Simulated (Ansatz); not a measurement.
Steps of a relaxation of `CC(C)O[SiH]` with RKS PBE-D4/def2-SVP.

```sh
$ ansatz run in.yaml --threads 4 --pin off --events-out ev --progress --plain --max-ram 10444MiB
```

```yaml
crystal:
  periodic: [false, false, false]
  atoms:
    - {symbol: C, position_ang: [-1.108300, -0.511700, -0.899600]}
    - {symbol: C, position_ang: [-0.222700, -0.098500, 0.232900]}
    - {symbol: C, position_ang: [0.942000, -1.044500, 0.260000]}
    - {symbol: O, position_ang: [0.322700, 1.243900, -0.007500]}
    - {symbol: Si, position_ang: [0.316000, 2.333900, 1.219500]}
    - {symbol: H, position_ang: [-2.006300, 0.239800, -0.948800]}
    - {symbol: H, position_ang: [-0.620500, -0.387600, -1.874600]}
    - {symbol: H, position_ang: [-1.502500, -1.467900, -0.803600]}
    - {symbol: H, position_ang: [-0.774800, -0.153800, 1.218100]}
    - {symbol: H, position_ang: [1.564500, -0.976700, -0.625000]}
    - {symbol: H, position_ang: [0.641600, -2.082600, 0.429800]}
    - {symbol: H, position_ang: [1.668400, -0.777100, 1.113300]}
    - {symbol: H, position_ang: [0.800200, 3.648200, 0.700300]}
basis:
  gaussian: {orbitals: def2-SVP}
hamiltonian: {xc: pbe, dispersion: d4}
relax: {f_tol: 0.03, max_steps: 200}
```

Positions (Å) and forces (eV/Å) along the path, 7 of 7 steps:

```xyz
13
step=1 energy=-13148.1970 eV
C    -1.108   -0.512   -0.900   -1.572    4.366   -0.713
C    -0.223   -0.099    0.233    0.727   -0.124    0.080
C     0.942   -1.044    0.260    1.657    0.327    2.179
O     0.323    1.244   -0.007   -0.474   -0.920   -1.201
Si    0.316    2.334    1.220   -0.787   -0.095    2.617
H    -2.006    0.240   -0.949    1.014   -1.122    0.034
H    -0.621   -0.388   -1.875    0.379   -0.143   -0.235
H    -1.502   -1.468   -0.804   -0.869   -2.465    0.366
H    -0.775   -0.154    1.218    0.235    0.334   -0.384
H     1.565   -0.977   -0.625    0.188    0.021   -0.894
H     0.642   -2.083    0.430   -0.220   -0.424   -0.036
H     1.668   -0.777    1.113   -0.793   -0.267   -0.667
H     0.800    3.648    0.700    0.514    0.512   -1.146
13
step=2 energy=-13148.7135 eV
C    -1.151   -0.438   -0.916   -0.352    1.003   -0.283
C    -0.188   -0.118    0.210   -0.180    0.520    0.285
C     1.011   -1.043    0.295    0.481    0.119    0.453
O     0.273    1.253    0.022    0.063   -0.788   -0.532
Si    0.215    2.287    1.323    0.007    0.735    0.618
H    -2.015    0.289   -0.953    0.531   -0.361    0.170
H    -0.636   -0.356   -1.891    0.064   -0.099   -0.096
H    -1.571   -1.435   -0.807   -0.200   -0.694    0.041
H    -0.737   -0.143    1.186    0.012   -0.118   -0.041
H     1.614   -0.989   -0.626    0.074   -0.035   -0.238
H     0.697   -2.088    0.462   -0.086   -0.139   -0.059
H     1.693   -0.766    1.146   -0.387   -0.021   -0.317
H     0.816    3.514    0.564   -0.028   -0.122    0.000
13
step=3 energy=-13148.7639 eV
C    -1.144   -0.432   -0.915   -0.055   -0.004   -0.067
C    -0.193   -0.113    0.228    0.042    0.275   -0.050
C     1.008   -1.044    0.291    0.106   -0.075    0.021
O     0.282    1.250    0.048   -0.071   -0.467   -0.096
Si    0.200    2.328    1.336    0.047    0.391    0.103
H    -1.991    0.281   -0.931   -0.033    0.032    0.017
H    -0.618   -0.353   -1.889   -0.005   -0.035    0.032
H    -1.560   -1.455   -0.812    0.044    0.013   -0.013
H    -0.745   -0.160    1.200   -0.002   -0.055   -0.017
H     1.607   -0.979   -0.642   -0.039    0.003    0.021
H     0.683   -2.095    0.431    0.000    0.017   -0.032
H     1.667   -0.776    1.142    0.006    0.011    0.004
H     0.824    3.513    0.527   -0.040   -0.106    0.079
13
step=4 energy=-13148.7710 eV
C    -1.143   -0.425   -0.913   -0.038   -0.034   -0.069
C    -0.195   -0.121    0.238   -0.045    0.105    0.123
C     1.012   -1.049    0.290    0.065   -0.080   -0.002
O     0.270    1.231    0.091    0.143   -0.006   -0.274
Si    0.177    2.372    1.325   -0.038    0.164    0.162
H    -1.988    0.290   -0.927   -0.007    0.016    0.023
H    -0.610   -0.342   -1.883   -0.010   -0.019    0.013
H    -1.559   -1.449   -0.821    0.032    0.008   -0.014
H    -0.750   -0.189    1.204   -0.056   -0.108    0.058
H     1.604   -0.971   -0.645   -0.019    0.001    0.017
H     0.690   -2.103    0.419    0.002    0.013   -0.028
H     1.673   -0.788    1.141   -0.015    0.013   -0.007
H     0.840    3.511    0.495   -0.014   -0.072   -0.002
13
step=5 energy=-13148.7754 eV
C    -1.141   -0.420   -0.910   -0.011   -0.045   -0.008
C    -0.193   -0.118    0.245   -0.022    0.038    0.024
C     1.011   -1.052    0.291    0.005   -0.021   -0.020
O     0.279    1.234    0.093    0.040   -0.063   -0.032
Si    0.157    2.389    1.321   -0.008    0.033   -0.009
H    -1.992    0.289   -0.915   -0.008    0.005    0.002
H    -0.609   -0.331   -1.878   -0.002    0.010    0.000
H    -1.546   -1.449   -0.825    0.005    0.017   -0.004
H    -0.753   -0.202    1.211   -0.003    0.004    0.011
H     1.605   -0.963   -0.641    0.004    0.006    0.006
H     0.686   -2.107    0.401    0.002    0.012   -0.002
H     1.669   -0.801    1.147    0.006    0.001    0.005
H     0.847    3.496    0.475   -0.007    0.002    0.027
13
step=6 energy=-13148.7774 eV
C    -1.139   -0.414   -0.902    0.001    0.003    0.002
C    -0.182   -0.119    0.249    0.014   -0.007   -0.010
C     1.013   -1.065    0.290   -0.009   -0.012    0.007
O     0.313    1.224    0.092   -0.007    0.036    0.022
Si    0.097    2.407    1.283   -0.016   -0.025   -0.003
H    -1.993    0.292   -0.893    0.001    0.000    0.002
H    -0.615   -0.310   -1.874    0.002    0.001   -0.002
H    -1.538   -1.445   -0.825   -0.003    0.002    0.000
H    -0.740   -0.191    1.216    0.003   -0.001    0.001
H     1.613   -0.970   -0.638   -0.003    0.003   -0.003
H     0.677   -2.117    0.385    0.005   -0.006    0.005
H     1.669   -0.830    1.152    0.000   -0.002   -0.004
H     0.845    3.504    0.480    0.011    0.007   -0.016
13
step=7 energy=-13148.7777 eV
C    -1.136   -0.409   -0.900    0.000   -0.003    0.001
C    -0.178   -0.121    0.251   -0.010    0.002    0.002
C     1.015   -1.071    0.289    0.003    0.010   -0.003
O     0.319    1.222    0.099    0.009   -0.011    0.003
Si    0.073    2.415    1.274    0.001    0.005   -0.002
H    -1.987    0.301   -0.889    0.002    0.000    0.001
H    -0.612   -0.306   -1.872    0.000    0.002    0.000
H    -1.541   -1.438   -0.825    0.000    0.000   -0.002
H    -0.735   -0.195    1.219   -0.001    0.001    0.000
H     1.610   -0.978   -0.642    0.002   -0.003   -0.001
H     0.677   -2.123    0.388   -0.003    0.002    0.001
H     1.675   -0.836    1.148    0.002    0.000   -0.001
H     0.841    3.505    0.476   -0.005   -0.004    0.001
```

Hardware: 4 threads of an Arm Neoverse V1 on a shared host. Wall time 10 s, peak host memory 0.16 GiB.
